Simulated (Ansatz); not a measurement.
The cluster Sn2H3⁻. Charge -1, multiplicity 3. Geometry PBE0-D4/def2-TZVP, that of the neutral doublet; atoms count from 1.

Cartesian coordinates in Å:
```
Sn -0.7818 -1.7852 -0.8816
Sn 0.6035 0.2921 0.3059
H -2.1401 -0.6477 -0.9560
H 2.2405 0.2518 0.8507
H 0.0779 1.8891 0.6810
```

In the def2 sets Sn takes a core potential; there is no spin–orbit coupling. The highest occupied level of the charge -1 triplet lies above zero (up to 0.60 eV). By energy differences its removal costs 0.99 eV (vertical, to the charge 0 doublet, at PBE0-D4/def2-TZVPD); a positive level beside a positive removal energy at the same level points to self-interaction error. At PBE0-D4/def2-TZVPD a singlet of charge -1 lies 0.90 eV below the triplet at the same geometry. The structure comes from a short search, and lower isomers may exist.

(1) Estimate the Mulliken populations from the PBE0/def2-TZVPD orbitals of Ansatz.

(2) Where does the spin sit?

(3) And the Mayer bond orders between bonded heavy atoms (over 0.3)?

Answers

(1) 
```csv
atom,charge (e),spin (α − β)
Sn1,-0.49,1.05
Sn2,-0.27,1.12
H3,-0.08,-0.06
H4,-0.08,-0.05
H5,-0.08,-0.05
```
Mulliken values and Mayer orders depend strongly on the basis. With diffuse functions, as here, like atoms can get unlike values, and bond orders can come out too low or too high.

(2) Summed by element: Sn 2.17, H -0.17, of 2 unpaired in all. Largest on single atoms: Sn2 1.12, Sn1 1.05, H3 -0.06.

(3) Sn1–Sn2 0.90 (2.76 Å).
